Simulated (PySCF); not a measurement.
Al(F)(OMe)(NH2) (CH5AlFNO), SMILES [NH2][Al]([O]C)[F]. Geometry: r2SCAN-D4/def2-SVP. The structure was generated by enumeration; whether it is a known compound was not checked. Other conformers were not sampled.

Q: Give the equilibrium geometry at r2SCAN-D4/def2-SVP (PySCF confirms it by a frequency run) as a Z-matrix, and its point group. (Estimate from the structure and the level; the computed values follow.)

A: Several could match; the one computed here: point group Cs.
```
O
C 1 1.3953
H 2 1.1054 1 110.58
H 2 1.1054 3 107.30 1 120.69
H 2 1.1067 3 107.63 4 115.59
Al 1 1.6851 2 140.14 3 -120.64
F 6 1.6646 1 120.55 2 0.00
N 6 1.7559 7 119.24 1 180.00
H 8 1.0140 6 125.03 7 0.00
H 8 1.0141 9 110.25 6 180.00
```
Charge 0, spin multiplicity 1.
